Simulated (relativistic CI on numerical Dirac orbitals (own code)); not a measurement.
# Ho XXIX: what numerical and physical settings do to a radial Dirac CI calculation

Reference input:

```
atom Ho  Z=67  charge=28  electrons=39
nucleus A=165  rms_radius_fm=5.2022
hamiltonian dirac-coulomb  breit=on  qed=on  c_scale=1
orbitals kli  potential=per-configuration
slater_scale 1
correlation none
mixing on
grid step=0.0125 r_max=5.1
scf mixing=0.4 start=green max_iterations=150 tolerance=2e-08 node_fill=0.05
configurations
  [Kr] 4d3
  [Ar] 3d10 4s2 4p5 4d4
end
```

Computed lowest total energy -12219.79824 Ha, first excitation 60684.1 cm⁻¹, 20 SCF steps. Runs with settings changed; * marks those that are bad on purpose (the QED terms keep the true α when c is scaled):

```tsv
Changed	Outcome	Lowest level	ΔE (Ha)	First excitation (cm⁻¹)	SCF steps	Message
end of the grid at 3.57 bohr	converged	4p⁶4d³ ⁴F3/2	1.46e-11	60684.1	20	
speed of light × 2, grid step 0.008, QED terms off	converged	4p⁶4d³ ⁴F3/2	414	9509.0	20	
nuclear radius 5.7224 fm	converged	4p⁶4d³ ⁴F3/2	0.21	60684.4	20	
nuclear radius 520.22 fm *	converged	4p⁶4d³ ⁴F3/2	1290	62627.6	20	
configuration list: no such shell *	refused				0	configuration [Ar] 3d10 4s2 4p5 2d4: l must be smaller than n
```
